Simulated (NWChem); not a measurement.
System: thiourea (CH4N2S); SMILES NC(N)=S

NWChem printed, in part:

```
             Northwest Computational Chemistry Package (NWChem) 7.3.0
             --------------------------------------------------------

                             Geometry "geometry" -> ""
                             -------------------------

 Output coordinates in angstroms (scale by  1.889725989 to convert to a.u.)

  No.       Tag          Charge          X              Y              Z
 ---- ---------------- ---------- -------------- -------------- --------------
    1 N                    7.0000    -0.01761400     1.14686900    -1.03269200
    2 C                    6.0000     0.00000000     0.00000000    -0.30885500
    3 N                    7.0000     0.01761400    -1.14686900    -1.03269200
    4 S                   16.0000     0.00000000     0.00000000     1.35437800
    5 H                    1.0000     0.23293700     1.15948600    -2.01302700
    6 H                    1.0000     0.07826300     2.00523300    -0.50867700
    7 H                    1.0000    -0.23293700    -1.15948600    -2.01302700
    8 H                    1.0000    -0.07826300    -2.00523300    -0.50867700

 Effective nuclear repulsion energy (a.u.)     157.7028417171

                                 NWChem DFT Module
                                 -----------------

 Summary of "ao basis" -> "ao basis" (spherical)
 ------------------------------------------------------------------------------
       Tag                 Description            Shells   Functions and Types
 ---------------- ------------------------------  ------  ---------------------
 N                          def2-svp                 6       14   3s2p1d
 C                          def2-svp                 6       14   3s2p1d
 S                          def2-svp                 8       18   4s3p1d
 H                          def2-svp                 3        5   2s1p

 in cosmo_initialize ...
 calling solv_data for solv:h2o

 solvent parameters
 solvname_short: h2o
 solvname_long:  water
 dielec:       78.4000
 dielecinf:     1.7769
 aqueous SMD model solvent descriptors
 dielec:       78.4000
 sola:          0.8200

          ---------------
          -cosmo- solvent
          ---------------
 Cosmo: York-Karplus, doi: 10.1021/jp992097l
 dielectric constant -eps-     =  78.40
 screen = (eps-1)/(eps    )    =   0.98724
 surface charge correction     = lagrangian

   van der Waals surface
 --------------------------

 ---------- ATOMIC COORDINATES (A.U.) ------------ VDWR(ANG.) --
     1   -0.03328563    2.16726815   -1.95150491     1.890
     2    0.00000000    0.00000000   -0.58365132     1.850
     3    0.03328563   -2.16726815   -1.95150491     1.890
     4    0.00000000    0.00000000    2.55940330     2.490
     5    0.44018710    2.19111083   -3.80406944     1.200
     6    0.14789563    3.78934091   -0.96126015     1.200
     7   -0.44018710   -2.19111083   -3.80406944     1.200
     8   -0.14789563   -3.78934091   -0.96126015     1.200
 number of segments per atom =        128
 number of   points per atom =        128
 atom (   nspa,  nppa )
 ----------------------
    1 (     64,     0 )       0
    2 (     12,     0 )       0
    3 (     64,     0 )       0
    4 (    100,     0 )       0
    5 (     46,     0 )       0
    6 (     38,     0 )       0
    7 (     46,     0 )       0
    8 (     38,     0 )       0
 number of -cosmo- surface points =      408
 molecular surface =    116.592 angstrom**2
 molecular volume  =    100.388 angstrom**3
 -lineq- algorithm             =   0
 -bem- low  level              =   3
 -bem- from -octahedral-
 gaussian surface charge width =   4.50000
 degree of switching           =   1.00000
 switching function tolerance  =   0.00010
 atomic radii =
 --------------
    1  7.000  1.890
    2  6.000  1.850
    3  7.000  1.890
    4 16.000  2.490
    5  1.000  1.200
    6  1.000  1.200
    7  1.000  1.200
    8  1.000  1.200
 ...... end of -cosmo- initialization ......

 nat:                     8
 ixmem:                  3618
 calling mnsol_interface()
 G(SMD-CDS) energy (kcal/mol)  =     1.836
 SMD-CDS SASA (angstrom**2)    =   122.242

[...]

                                COSMO-SMD solvation results
                                ---------------------------

             internal energy in gas <Psi(g)|H|Psi(g)> =      -547.681262724737
         internal energy in solvent <Psi(s)|H|Psi(s)> =      -547.676617878808
                               delta internal energy  =         0.004644845929 (    2.91 kcal/mol)
   total free energy in solvent <Psi(s)|H+V/2|Psi(s)> =      -547.703041155590
 polarization energy contribution <Psi(s)|V/2|Psi(s)> =        -0.026423276782 (  -16.58 kcal/mol)
    total free energy in solvent including G(SMD-CDS) =      -547.700115488772
                       G(SMD-CDS) energy contribution =         0.002925666818 (    1.84 kcal/mol)
     1 M fixed-concentration free energy of solvation =        -0.018852764035 (  -11.83 kcal/mol)

                       DFT Final Molecular Orbital Analysis
                       ------------------------------------

 Vector   18  Occ=2.000000D+00  E=-2.828757D-01
              MO Center= -1.5D-09,  2.7D-09, -1.0D+00, r^2= 2.2D+00
   Bfn.  Coefficient  Atom+Function         Bfn.  Coefficient  Atom+Function
  ----- ------------  ---------------      ----- ------------  ---------------
     4      0.430022  1 N  px                32     -0.430022  3 N  px
     7     -0.363443  1 N  px                35      0.363443  3 N  px
     6      0.055555  1 N  pz                34      0.055555  3 N  pz
     3      0.045660  1 N  s                 31      0.045660  3 N  s
    20      0.044629  2 C  pz                 9     -0.041574  1 N  pz

 Vector   19  Occ=2.000000D+00  E=-2.271587D-01
              MO Center=  3.5D-09, -2.4D-09,  8.3D-01, r^2= 2.4D+00
   Bfn.  Coefficient  Atom+Function         Bfn.  Coefficient  Atom+Function
  ----- ------------  ---------------      ----- ------------  ---------------
    53      0.568803  4 S  px                50      0.372754  4 S  px
    47      0.218240  4 S  px                 4      0.189320  1 N  px
    32      0.189320  3 N  px                 7     -0.178427  1 N  px
    35     -0.178427  3 N  px                54     -0.169496  4 S  py
    51     -0.112200  4 S  py                21      0.093953  2 C  px

 Vector   20  Occ=2.000000D+00  E=-2.170518D-01
              MO Center= -5.8D-10, -9.6D-10,  1.2D+00, r^2= 1.8D+00
   Bfn.  Coefficient  Atom+Function         Bfn.  Coefficient  Atom+Function
  ----- ------------  ---------------      ----- ------------  ---------------
    54      0.627924  4 S  py                51      0.412879  4 S  py
    48      0.240938  4 S  py                 3     -0.168723  1 N  s
    31      0.168723  3 N  s                 53      0.160280  4 S  px
    22      0.112552  2 C  py                50      0.103015  4 S  px
     6      0.082045  1 N  pz                34     -0.082045  3 N  pz

 Vector   21  Occ=0.000000D+00  E= 1.888937D-02
              MO Center= -5.3D-11, -5.1D-10, -1.4D-01, r^2= 2.6D+00
   Bfn.  Coefficient  Atom+Function         Bfn.  Coefficient  Atom+Function
  ----- ------------  ---------------      ----- ------------  ---------------
    21      0.632364  2 C  px                18      0.563169  2 C  px
    53     -0.467559  4 S  px                 7     -0.337997  1 N  px
    35     -0.337997  3 N  px                 4      0.240531  1 N  px
    32      0.240531  3 N  px                50     -0.179142  4 S  px
     3      0.160358  1 N  s                 31     -0.160358  3 N  s

 Vector   22  Occ=0.000000D+00  E= 7.888811D-02
              MO Center=  4.0D-10, -8.1D-09, -1.3D+00, r^2= 6.3D+00
   Bfn.  Coefficient  Atom+Function         Bfn.  Coefficient  Atom+Function
  ----- ------------  ---------------      ----- ------------  ---------------
     3      1.042720  1 N  s                 31      1.042720  3 N  s
    67     -0.710017  6 H  s                 77     -0.710017  8 H  s
    62     -0.661447  5 H  s                 72     -0.661447  7 H  s
    23      0.300746  2 C  pz                46     -0.251613  4 S  s
     2      0.178738  1 N  s                 30      0.178738  3 N  s

 Vector   23  Occ=0.000000D+00  E= 1.095896D-01
              MO Center=  3.1D-10, -1.3D-08, -6.3D-01, r^2= 6.1D+00
   Bfn.  Coefficient  Atom+Function         Bfn.  Coefficient  Atom+Function
  ----- ------------  ---------------      ----- ------------  ---------------
    55      0.841692  4 S  pz                46     -0.775222  4 S  s
    23      0.724944  2 C  pz                62      0.721856  5 H  s
    72      0.721856  7 H  s                 67     -0.653569  6 H  s
    77     -0.653569  8 H  s                 17      0.567688  2 C  s
     9      0.307219  1 N  pz                37      0.307219  3 N  pz

     Multipole analysis of the density
     ---------------------------------

     L   x y z        total         alpha         beta         nuclear
     -   - - -        -----         -----         ----         -------
     0   0 0 0     -0.000000    -20.000000    -20.000000     40.000000

     1   1 0 0      0.000000      0.000000      0.000000      0.000000
     1   0 1 0      0.000000      0.000000      0.000000      0.000000
     1   0 0 1     -2.724698     -1.660758     -1.660758      0.596817

     2   2 0 0    -25.156887    -12.801837    -12.801837      0.446787
     2   1 1 0      1.333907     -0.353000     -0.353000      2.039907
     2   1 0 1      0.000000      0.000000      0.000000      0.000000
     2   0 2 0    -17.648970    -60.863915    -60.863915    104.078860
     2   0 1 1      0.000000      0.000000      0.000000      0.000000
     2   0 0 2    -20.738809   -105.849279   -105.849279    190.959748
```

Level: PBE0/def2-SVP, SMD on the gas-phase geometry. Geometry: optimised at PBE0/def2-SVP. Solvent: water.

Q: Write an input that gives this output.

A: Several could match; the one computed here: the input that was run:
```
start job
memory heap 200 mb stack 900 mb global 1100 mb
geometry units angstroms noautosym nocenter noautoz
  N     -0.017614     1.146869    -1.032692
  C      0.000000     0.000000    -0.308855
  N      0.017614    -1.146869    -1.032692
  S      0.000000     0.000000     1.354378
  H      0.232937     1.159486    -2.013027
  H      0.078263     2.005233    -0.508677
  H     -0.232937    -1.159486    -2.013027
  H     -0.078263    -2.005233    -0.508677
end
basis spherical
  * library def2-svp
end
dft
  xc pbe0
  iterations 150
end
cosmo
  do_cosmo_smd true
  solvent water
end
task dft energy
```
